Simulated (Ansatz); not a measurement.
Cartesian coordinates in Å:
```
C 0.5269 1.8291 1.7119
C 1.1205 1.4098 0.5975
Si 0.5826 -0.0755 -0.3511
N 0.0963 0.1973 -1.9577
F 1.8168 -1.0815 -0.5165
O -0.5980 -0.7543 0.5380
C -1.3747 -1.8660 0.1517
H 0.8530 2.7207 2.2406
H -0.3106 1.2880 2.1408
H 1.9568 1.9897 0.2091
H -0.5926 0.8849 -2.2085
H 0.6873 -0.0562 -2.7305
H -0.8492 -2.7992 0.3752
H -2.3082 -1.8471 0.7171
H -1.6069 -1.8398 -0.9177
```

The species carries charge 0 and has multiplicity 1.

Problem. List the PBE0/def2-TZVPP orbital energies in eV (Ansatz 0.2.0). (Best estimate.)

Solution. Ansatz gave: Occupied: -1803.42, -673.31, -522.56, -390.80, -279.31, -278.36, -277.94, -145.53, -100.26, -100.21, -100.16, -32.73, -28.39, -23.82, -21.42, -19.24, -16.35, -15.01, -14.15, -13.40, -13.22, -13.08, -12.41, -12.28, -12.01, -11.54, -11.17, -9.20, -8.99, -8.57, -8.10, -7.55. Lowest empty: -0.41, 1.03, 1.84, 2.03, 2.42, 2.73, 2.79, 3.22.
